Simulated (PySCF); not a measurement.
C2H4NO, SMILES CC([NH])=O (connectivity only; charge and spin as stated), charge -1, multiplicity 1.

Geometry: PBE0-D3(BJ)/def2-SVPD. The multiplicity is an assumed one; other spin states were not compared. The isomer is the one that the SMILES or the coordinates give; other isomers of the formula were not compared. One conformer was computed; it need not be the lowest.

Two levels are set side by side: PBE/def2-TZVPD (PySCF) and CAM-B3LYP/def2-TZVPD (PySCF). Same geometry, gas phase. Differences are taken from unrounded values.

```csv
quantity,PBE
orbital gap (eV),3.09
highest occupied level (eV),0.64
lowest empty level (eV),3.73
mean polarisability (bohr³),57.3
```

Question: These are the PBE values. What does CAM-B3LYP give? (The exact figures need the calculation; the answer reports its results.)

Answer: 
```csv
quantity,CAM-B3LYP,PBE minus CAM-B3LYP
orbital gap (eV),6.85,-3.77
highest occupied level (eV),-2.11,2.75
lowest empty level (eV),4.75,-1.01
mean polarisability (bohr³),50.9,6.5
```

Without exact exchange PBE keeps part of each electron's self-repulsion, which lifts occupied levels and narrows the gap. PBE's more diffuse valence density responds more strongly to a field. Differences between two approximate levels are no errors against the true value.

Rough cost on one machine, each run with all the roots and properties that it gave: CAM-B3LYP against PBE within a factor of 2.
